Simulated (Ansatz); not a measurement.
Reaction (redistribution): `[O]1[SiH2][GeH2]1` + `C[Si@H](F)[C@@H](F)Cl` → `F[SiH]1[O][GeH2]1` + `C[SiH](F)CCl`

Program: Ansatz. Geometries: PBE0-D4/def2-TZVP. ΔE: electronic, gas phase. CCSD(T)/CBS adds triple-zeta CCSD(T) − MP2 to the extrapolated MP2 energy (def2 sets, frozen cores). DFT in def2-TZVPP. For Ge outer-core shells are correlated without core-valence functions, which leaves a few kJ/mol of doubt a bond. Scalar relativity is left out up to krypton. One conformer a species, not always the lowest.

Is it downhill or uphill in electronic energy at CCSD(T)/CBS, and by how much? (An estimate is asked.)

Computed: Downhill: ΔE = -59.2 kcal/mol.

What do these levels give: PBE0-D4, ωB97X-V, MP2/def2-TZVPP, SCS-MP2/def2-TZVPP, CCSD(T)/def2-TZVPP, HF/CBS(def2)? (Estimate.)

The calculation gave: PBE0-D4 -56.0, ωB97X-V -56.4, MP2/def2-TZVPP -60.8, SCS-MP2/def2-TZVPP -59.7, CCSD(T)/def2-TZVPP -58.3, HF/CBS(def2) -60.2 kcal/mol.

Largest T1 diagnostic among the species: 0.014.

From PBE to PBE0 (25 % exact exchange), in def2-TZVPP and without D4, ΔE moves by −2.1 kcal/mol.
